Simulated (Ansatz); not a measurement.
One change: `C[O][Al]([OH])[F]` becomes `[OH][Al]([F])[ZnH]`.

Ansatz, PBE0-D4/def2-TZVP geometries, multiplicity 1. Each molecule was computed in one conformer, which needn't be the lowest.

Scalar relativity is left out up to krypton.

```tsv
property	`C[O][Al]([OH])[F]`
HOMO energy (PBE/def2-TZVPP) / eV	-6.78
HOMO–LUMO gap (B3LYP/def2-TZVPP) / eV	7.13
size of the dipole moment (PBE/def2-TZVPP) / D	1.52
HOMO–LUMO gap (PBE/def2-TZVPP) / eV	5.26
ideal-gas entropy at 298 K and 1 bar (rigid rotor, harmonic PBE0-D4/def2-TZVP) / J/(mol·K)	354
size of the dipole moment (ωB97M-V/def2-TZVPP) / D	1.55
```

(1) Give the same properties after the change, and the shifts. (Best estimate.)

Answers

(1) Ansatz gave: 
```csv
property,`[OH][Al]([F])[ZnH]`,shift
HOMO energy (PBE/def2-TZVPP) / eV,-6.30,0.48
HOMO–LUMO gap (B3LYP/def2-TZVPP) / eV,5.11,-2.02
size of the dipole moment (PBE/def2-TZVPP) / D,0.61,-0.91
HOMO–LUMO gap (PBE/def2-TZVPP) / eV,3.76,-1.50
"ideal-gas entropy at 298 K and 1 bar (rigid rotor, harmonic PBE0-D4/def2-TZVP) / J/(mol·K)",340,-14
size of the dipole moment (ωB97M-V/def2-TZVPP) / D,0.58,-0.97
```

With PBE0 the HOMO rises by 1.03 eV and the LUMO falls by 1.19 eV, so the gap narrows by about 2.22 eV. PBE moves the HOMO by 0.48 eV and ωB97M-V by 1.44 eV. The zero-point energy changes by -94.1 kJ/mol with -9 modes. Dipoles are sizes alone; their direction can turn.

B3LYP here is the variant with VWN-RPA as its local correlation; programs differ in this.
